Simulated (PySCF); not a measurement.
Predicted microwave data (PySCF 2.14.0, PBE0-D3(BJ)/def2-SVP geometry optimisation, gas phase, def2 core potentials past Kr) for one isomer of C2H7Sb:

```
Rotational constants : A = 22230, B = 2832, C = 2673 MHz
Dipole components    : |μa| = 0.84 D, |μb| = 0.19 D, |μc| = 0.14 D
Inertial defect      : -12.14 u·Å²
κ                    : -0.98
```

Question: Which structure is it? (One computed conformer of each.)
A. `[H][Sb]([CH3])[CH3]` (SbMe2H)
B. SbH2Et (`[H][Sb]([H])[CH2]C`)

Answer: B. It is [H][Sb]([H])[CH2]C, a near-prolate asymmetric top. The candidates at the same level (rigid rotor, commonest isotopes):

```json
{"SMILES": "[H][Sb]([CH3])[CH3]", "A (MHz)": "7851", "B (MHz)": "5608", "C (MHz)": "3555", "μa (D)": "0.00", "μb (D)": "0.71", "μc (D)": "0.14", "Δ (u·Å²)": "-12.33", "point group": "Cs", "rotor": "asymmetric top"}
{"SMILES": "[H][Sb]([H])[CH2]C", "A (MHz)": "22230", "B (MHz)": "2832", "C (MHz)": "2673", "μa (D)": "0.84", "μb (D)": "0.19", "μc (D)": "0.14", "Δ (u·Å²)": "-12.14", "point group": "–", "rotor": "near-prolate asymmetric top"}
```

`[H][Sb]([CH3])[CH3]` has B 98 % too high. No structure here is proved a minimum.
